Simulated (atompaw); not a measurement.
## What one change does to a pseudopotential (titanium (Ti), PAW (atompaw))

| Quantity | Value |
| --- | --- |
| Element | Ti (Z = 22) |
| Generator | atompaw 4.2.0.5 |
| Type | PAW |
| Functional | PBEsol |
| Relativity | scalar-relativistic |
| Frozen core | [Ar] |
| Valence charge | 4 |
| Reference configuration | 3d2 4s1.5 4p0.5 |
| Partial waves | 4s (bound): rc 2.35 bohr; 4s channel at 0.1 Ry: rc 2.35 bohr; 4p (bound): rc 1.30 bohr; 4p channel at 0.25 Ry: rc 1.30 bohr; 3d (bound): rc 1.45 bohr; 3d channel at 4.1 Ry: rc 2.35 bohr |
| Local potential | bessel scheme, radius 2.00 bohr |
| Core correction | smooth core density matched at 1.35 bohr |
| Augmentation charge | besselshape compensation charge, radius 1.75 bohr; PAW radius 2.35 bohr; waves and projectors: custom polynom vanderbiltortho |

All-electron outer shells of the reference configuration (PBEsol, scalar-relativistic, ld1.x):

```csv
shell,level (eV),outermost node (bohr),outermost maximum (bohr)
3s,-63.14,0.40,0.87
3p,-39.46,0.37,0.90
3d,-4.90,–,0.98
4s,-4.87,1.24,2.88
4p,-1.78,1.39,3.75
```

Change: local potential bessel scheme, radius 1.88 bohr.

Cutoffs: the cutoffs (Ry, on a coarse ladder) from which the occupation-weighted sum of valence levels, in a spherical-Bessel basis at the reference potential, stays within 10 and 1 mRy of its value at 400 Ry; they do not see the model core or the augmentation charge, which bear on the density cutoff.

Q: What does the change do?

A: The potential gets neither clearly harder nor softer (40 Ry and 70 Ry → 40 Ry and 70 Ry); the bound ghosts move from p, s to p. A state that the projectors do not describe sees the local part alone, so a deeper or shallower local part can create or remove a ghost.

```tsv
quantity	base	changed
cutoff, loose	40 Ry	40 Ry
cutoff, tight	70 Ry	70 Ry
loose cutoff by channel (10 mRy a level)	s 8 Ry, p 21 Ry, d 40 Ry	s 6 Ry, p 21 Ry, d 40 Ry
bound ghosts	s, p	p
s: phases at 2.36 bohr within 0.05 rad from the reference energy up to (Ry; the scan ends near 5)	to the end of the scan	to the end of the scan
p: phases at 2.36 bohr within 0.05 rad from the reference energy up to (Ry; the scan ends near 5)	to the end of the scan	to the end of the scan
d: phases at 2.36 bohr within 0.05 rad from the reference energy up to (Ry; the scan ends near 5)	to the end of the scan	to the end of the scan
lowest overlap eigenvalue by channel	s 0.47, p 0.99, d 0.66	s 0.48, p 0.99, d 0.66
```

Base: The 4p radius (1.30 bohr) lies inside the outermost node of the all-electron wave (1.39 bohr), which a nodeless pseudo-wave cannot match soundly. Changed file: The 4p radius (1.30 bohr) lies inside the outermost node of the all-electron wave (1.39 bohr), which a nodeless pseudo-wave cannot match soundly. A true bound ghost makes a file unfit for plane-wave use even where its test errors are small: the radial tests pick states by their node count and pass the ghost by. The cutoffs see the waves, projectors and local potential, not the compensation charge or the core.
